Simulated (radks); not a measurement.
Question: Valence configurations of Tl III (all share [Xe]). All-electron calculation, scalar-relativistic Kohn-Sham, SCAN, spin-polarised, spherical densities, finite nucleus; open shells are filled with parallel spins first (spin-orbit coupling, left out, can overturn this in heavy ions); meta-GGA in the generalised Kohn-Sham scheme; Fermi nuclear charge, rms radius 5.4759 fm. Program: a radial shooting solver on a logarithmic mesh with Libxc functionals. Order these by energy: 4f14 5d10 6s1; 4f13 5d9 6s1 6p2; 4f14 5d9 6s1 6p1; 4f13 5d10 6s1 6p1; 4f14 5d10 6p1; 4f13.5 5d10 6s1.5; 4f14 5d9.5 6s0.5 6p1; 4f14 5d9.5 6s1.5; 4f14 5d9 6s2; 4f14 5d9 6p2.

Answer: From the lowest, in eV above it: 4f14 5d10 6s1 0.000; 4f14 5d9.5 6s1.5 4.508; 4f14 5d9 6s2 8.928; 4f14 5d10 6p1 9.850; 4f14 5d9.5 6s0.5 6p1 13.765; 4f14 5d9 6s1 6p1 17.768; 4f14 5d9 6p2 28.309; 4f13.5 5d10 6s1.5 56.041; 4f13 5d10 6s1 6p1 124.51; 4f13 5d9 6s1 6p2 146.24. NIST lists [Xe] 4f14 5d10 6s1 as the ground configuration; this level of theory agrees among the configurations tried. The energies are those of spherical high-spin densities, not of single terms.
